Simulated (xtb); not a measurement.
xtb input for C₂H₃O₂, SMILES C([O])(=O)C (connectivity only; charge and spin as stated), charge -1, multiplicity 1, GFN2-xTB. 

```
$ xtb mol.xyz --gfn 2 --ohess tight --chrg -1 --uhf 0 --json
$ cat mol.xyz
7

C     -0.67020000    -0.11840000    -0.02460000
C      0.87900000     0.16220000    -0.01900000
O      1.62810000    -0.78290000    -0.03660000
O      1.17620000     1.37560000     0.07440000
H     -1.06810000     0.16790000     0.95720000
H     -0.84830000    -1.20190000    -0.18340000
H     -1.11680000     0.44530000    -0.79080000
```

Program output:

```
[banner left out]
          |                Calculation Setup                |
           -------------------------------------------------



           -------------------------------------------------
          |                 G F N 2 - x T B                 |
           -------------------------------------------------

        Reference                      10.1021/acs.jctc.8b01176
      * Hamiltonian:
        H0-scaling (s, p, d)           1.850000    2.230000    2.230000
        zeta-weighting                 0.500000
      * Dispersion:
        s8                             2.700000
        a1                             0.520000
        a2                             5.000000
        s9                             5.000000
      * Repulsion:
        kExp                           1.500000    1.000000
        rExp                           1.000000
      * Coulomb:
        alpha                          2.000000
        third order                    shell-resolved
        anisotropic                    true
        a3                             3.000000
        a5                             4.000000
        cn-shift                       1.200000
        cn-exp                         4.000000
        max-rad                        5.000000


          ...................................................
          :                      SETUP                      :
          :.................................................:
          :  # basis functions                  19          :
          :  # atomic orbitals                  19          :
          :  # shells                           11          :
          :  # electrons                        24          :
          :  max. iterations                   250          :
          :  Hamiltonian                  GFN2-xTB          :
          :  restarted?                      false          :
          :  GBSA solvation                  false          :
[...]
         :: total charge              -1.000000000000 e     ::
         :::::::::::::::::::::::::::::::::::::::::::::::::::::

           -------------------------------------------------
          |                Numerical Hessian                |
           -------------------------------------------------
step length          :   0.00500
SCC accuracy         :   0.30000
Hessian scale factor :   1.00000
frozen atoms in %    :   0.00000    0
RMS gradient         :   0.00014
estimated CPU  time      0.00 min

writing file <hessian>.

 projected vibrational frequencies (cm⁻¹)
eigval :       -0.00    -0.00    -0.00     0.00     0.00     0.00
eigval :       17.76   420.92   587.95   605.38   827.15   950.64
eigval :      968.74  1316.14  1321.68  1495.17  1497.23  1772.45
eigval :     2986.33  2992.93  2997.95
           -------------------------------------------------
          |                Property Printout                |
           -------------------------------------------------

    * Orbital Energies and Occupations

         #    Occupation            Energy/Eh            Energy/eV
      -------------------------------------------------------------
         1        2.0000           -0.4589387             -12.4884
         2        2.0000           -0.4457591             -12.1297
         3        2.0000           -0.4137843             -11.2596
         4        2.0000           -0.3489063              -9.4942
         5        2.0000           -0.3180865              -8.6556
         6        2.0000           -0.3063883              -8.3372
         7        2.0000           -0.3053936              -8.3102
         8        2.0000           -0.2749648              -7.4822
         9        2.0000           -0.2671344              -7.2691
        10        2.0000           -0.1846582              -5.0248
        11        2.0000           -0.1693927              -4.6094
        12        2.0000           -0.1544315              -4.2023 (HOMO)
        13                          0.0416190               1.1325 (LUMO)
        14                          0.2947963               8.0218
        15                          0.3417233               9.2988
        16                          0.3829294              10.4200
        17                          0.3920373              10.6679
        18                          0.6332651              17.2320
        19                          0.8799333              23.9442
      -------------------------------------------------------------
                  HL-Gap            0.1960505 Eh            5.3348 eV
             Fermi-level           -0.0564062 Eh           -1.5349 eV

     #   Z          covCN         q      C6AA      α(0)
     1   6 C        3.742    -0.126    23.003     6.843
     2   6 C        2.678     0.368    20.768     7.457
     3   8 O        0.856    -0.605    26.253     6.870
     4   8 O        0.856    -0.607    26.299     6.876
     5   1 H        0.925    -0.010     3.240     2.815
     6   1 H        0.925    -0.009     3.212     2.802
     7   1 H        0.925    -0.010     3.232     2.811

 Mol. C6AA /au·bohr⁶  :        620.316016
 Mol. C8AA /au·bohr⁸  :      13158.440200
 Mol. α(0) /au        :         36.473957


Wiberg/Mayer (AO) data.
largest (>0.10) Wiberg bond orders for each atom

 ---------------------------------------------------------------------------
     #   Z sym  total        # sym  WBO       # sym  WBO       # sym  WBO
 ---------------------------------------------------------------------------
     1   6 C    3.969 --     6 H    0.993     7 H    0.988     5 H    0.985
                             2 C    0.884
     2   6 C    3.945 --     3 O    1.529     4 O    1.527     1 C    0.884
     3   8 O    1.834 --     2 C    1.529     4 O    0.230
     4   8 O    1.831 --     2 C    1.527     3 O    0.230
     5   1 H    1.000 --     1 C    0.985
     6   1 H    1.000 --     1 C    0.993
     7   1 H    1.000 --     1 C    0.988
 ---------------------------------------------------------------------------

Topologies differ in total number of bonds
Writing topology from bond orders to xtbtopo.mol

molecular dipole:
                 x           y           z       tot (Debye)
 q only:       -2.408      -0.499      -0.017
   full:       -2.750      -0.554      -0.014       7.130
molecular quadrupole (traceless):
                xx          xy          yy          xz          yz          zz
 q only:       -5.331      -0.817      -1.452       0.004      -0.437       6.783
  q+dip:       -5.645      -0.707      -2.495       0.004      -0.569       8.140
   full:       -6.014      -0.716      -2.726       0.006      -0.614       8.740

           -------------------------------------------------
          |                Geometry Summary                 |
           -------------------------------------------------

      molecular mass/u    :       59.0441039
   center of mass at/Å    :        0.7602467       0.1563179       0.0022949
  moments of inertia/u·Å² :        0.4318393E+02   0.5139657E+02   0.9142910E+02
rotational constants/cm⁻¹ :        0.3903681E+00   0.3279914E+00   0.1843793E+00

 * 5 selected distances

     #   Z          #   Z                                           value/Å
     2   6 C        3   8 O                                       1.2393386
     2   6 C        4   8 O                                       1.2395887 (max)
     1   6 C        5   1 H                                       1.0900148
     1   6 C        6   1 H                                       1.0890730 (min)
     1   6 C        7   1 H                                       1.0896362

 * 2 distinct bonds (by element types)

   Z      Z             #   av. dist./Å        max./Å        min./Å
   1 H    6 C           3     1.0895747     1.0900148     1.0890730
   6 C    8 O           2     1.2394637     1.2395887     1.2393386

           -------------------------------------------------
          |               Frequency Printout                |
           -------------------------------------------------
 projected vibrational frequencies (cm⁻¹)
eigval :       -0.00    -0.00    -0.00     0.00     0.00     0.00
eigval :       17.76   420.92   587.95   605.38   827.15   950.64
eigval :      968.74  1316.14  1321.68  1495.17  1497.23  1772.45
eigval :     2986.33  2992.93  2997.95
 reduced masses (amu)
   1: 15.19   2: 14.94   3:  9.94   4: 13.44   5: 14.71   6: 11.11   7:  2.12   8: 10.41
Molecule has no symmetry elements
It seems to be the C1 point group
   9:  8.65  10: 12.84  11: 12.58  12:  6.72  13:  5.25  14:  8.12  15:  9.47  16:  1.68
  17:  1.70  18: 13.12  19:  1.92  20:  1.46  21:  1.75
 IR intensities (km·mol⁻¹)
   1: 20.80   2: 22.62   3:  3.14   4: 15.16   5:  1.68   6:  1.03   7:  0.04   8:  0.10
   9: 21.68  10:  9.66  11:173.34  12: 50.32  13:  1.38  14:131.14  15:222.33  16:  0.35
  17:  0.34  18:715.70  19:103.06  20: 58.65  21: 91.25
 Raman intensities (Ä⁴*amu⁻¹)
   1:  0.00   2:  0.00   3:  0.00   4:  0.00   5:  0.00   6:  0.00   7:  0.00   8:  0.00
   9:  0.00  10:  0.00  11:  0.00  12:  0.00  13:  0.00  14:  0.00  15:  0.00  16:  0.00
  17:  0.00  18:  0.00  19:  0.00  20:  0.00  21:  0.00
 output can be read by thermo (or use thermo option).
 writing <g98.out> molden fake output.
 recommended (thermochemical) frequency scaling factor: 1.0
           -------------------------------------------------
          |             Thermodynamic Functions             |
           -------------------------------------------------

c1  symmetry found (for desy threshold:  0.10E+00) used in thermo

          ...................................................
          :                      SETUP                      :
          :.................................................:
          :  # frequencies                          15      :
          :  # imaginary freq.                       0      :
          :  linear?                             false      :
          :  only rotor calc.                    false      :
          :  symmetry                               c1      :
          :  rotational number                       1      :
          :  scaling factor                  1.0000000      :
          :  rotor cutoff                   50.0000000 cm⁻¹ :
          :  imag. cutoff                  -20.0000000 cm⁻¹ :
          :.................................................:

    mode    ω/cm⁻¹     T·S(HO)/kcal·mol⁻¹    T·S(FR)/kcal·mol⁻¹   T·S(vib)
   ------------------------------------------------------------------------
       1     17.76    -2.04841 (  1.57%)    -1.35873 ( 98.43%)    -1.36953
   ------------------------------------------------------------------------

   temp. (K)  partition function   enthalpy   heat capacity  entropy
                                   cal/mol     cal/K/mol   cal/K/mol   J/K/mol
 298.15  VIB   16.4                 1071.130      6.425      6.879
         ROT  0.344E+05              888.752      2.981     23.740
         INT  0.565E+06             1959.882      9.406     30.619
         TR   0.439E+27             1481.254      4.968     38.130
         TOT                        3441.1364    14.3738    68.7489   287.6453

       T/K    H(0)-H(T)+PV         H(T)/Eh          T*S/Eh         G(T)/Eh
   ------------------------------------------------------------------------
    298.15    0.548380E-02    0.527750E-01    0.326648E-01    0.201101E-01
   ------------------------------------------------------------------------

         :::::::::::::::::::::::::::::::::::::::::::::::::::::
         ::                  THERMODYNAMIC                  ::
         :::::::::::::::::::::::::::::::::::::::::::::::::::::
         :: total free energy         -14.146046585017 Eh   ::
         ::.................................................::
         :: total energy              -14.166156732133 Eh   ::
         :: zero point energy           0.047291161434 Eh   ::
         :: G(RRHO) w/o ZPVE           -0.027181014318 Eh   ::
         :: G(RRHO) contrib.            0.020110147116 Eh   ::
         :::::::::::::::::::::::::::::::::::::::::::::::::::::

optimized geometry written to: xtbopt.xyz


           -------------------------------------------------
          | TOTAL ENERGY              -14.166156732133 Eh   |
          | TOTAL ENTHALPY            -14.113381770818 Eh   |
          | TOTAL FREE ENERGY         -14.146046585017 Eh   |
          | GRADIENT NORM               0.000144516471 Eh/α |
          | HOMO-LUMO GAP               5.334806632819 eV   |
           -------------------------------------------------
Note: The following floating-point exceptions are signalling: IEEE_DENORMAL
normal termination of xtb

------------------------------------------------------------------------
------------------------------------------------------------------------
 total:
 SCF:
 ANC optimizer:
 analytical hessian:
```

Self-consistency was reached.
